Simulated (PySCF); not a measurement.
FH₃OSiZn, SMILES [O]([SiH3])[Zn][F].

The structure is a stationary point at PBE-D3(BJ)/def2-SVP. The structure was generated by enumeration; whether it is a known compound was not checked. The values are those of a single conformer.

All values below come from PySCF with PBE-D3(BJ)/def2-SVP.

Frequencies are harmonic and unscaled.

```json
[
 {"mode": "1", "ν (cm⁻¹)": "48", "IR (km/mol)": "0.1", "moving atoms (share of kinetic energy)": "H 72 %, O 12 %, F 10 %"},
 {"mode": "2", "ν (cm⁻¹)": "77", "IR (km/mol)": "3.0", "moving atoms (share of kinetic energy)": "F 37 %, Si 24 %, O 15 %, Zn 13 %, H 10 %"},
 {"mode": "3", "ν (cm⁻¹)": "149", "IR (km/mol)": "28.6", "moving atoms (share of kinetic energy)": "Zn 36 %, F 32 %, O 29 %"},
 {"mode": "4", "ν (cm⁻¹)": "168", "IR (km/mol)": "22.0", "moving atoms (share of kinetic energy)": "Zn 37 %, O 23 %, F 20 %, Si 15 %"},
 {"mode": "5", "ν (cm⁻¹)": "480", "IR (km/mol)": "2.0", "moving atoms (share of kinetic energy)": "O 41 %, Si 22 %, F 20 %, H 9 %"},
 {"mode": "6", "ν (cm⁻¹)": "695", "IR (km/mol)": "52.0", "moving atoms (share of kinetic energy)": "H 84 %, Si 9 %"},
 {"mode": "7", "ν (cm⁻¹)": "702", "IR (km/mol)": "22.4", "moving atoms (share of kinetic energy)": "F 39 %, H 38 %, Zn 17 %"},
 {"mode": "8", "ν (cm⁻¹)": "717", "IR (km/mol)": "67.4", "moving atoms (share of kinetic energy)": "H 43 %, F 23 %, O 13 %, Zn 12 %, Si 9 %"},
 {"mode": "9", "ν (cm⁻¹)": "906", "IR (km/mol)": "71.1", "moving atoms (share of kinetic energy)": "H 96 %"},
 {"mode": "10", "ν (cm⁻¹)": "917", "IR (km/mol)": "66.9", "moving atoms (share of kinetic energy)": "H 96 %"},
 {"mode": "11", "ν (cm⁻¹)": "977", "IR (km/mol)": "464.1", "moving atoms (share of kinetic energy)": "H 75 %, Si 18 %"},
 {"mode": "12", "ν (cm⁻¹)": "979", "IR (km/mol)": "145.1", "moving atoms (share of kinetic energy)": "O 69 %, H 17 %, Si 9 %"},
 {"mode": "13", "ν (cm⁻¹)": "2124", "IR (km/mol)": "177.2", "moving atoms (share of kinetic energy)": "H 96 %"},
 {"mode": "14", "ν (cm⁻¹)": "2127", "IR (km/mol)": "108.5", "moving atoms (share of kinetic energy)": "H 98 %"},
 {"mode": "15", "ν (cm⁻¹)": "2171", "IR (km/mol)": "130.4", "moving atoms (share of kinetic energy)": "H 97 %"}
]
```
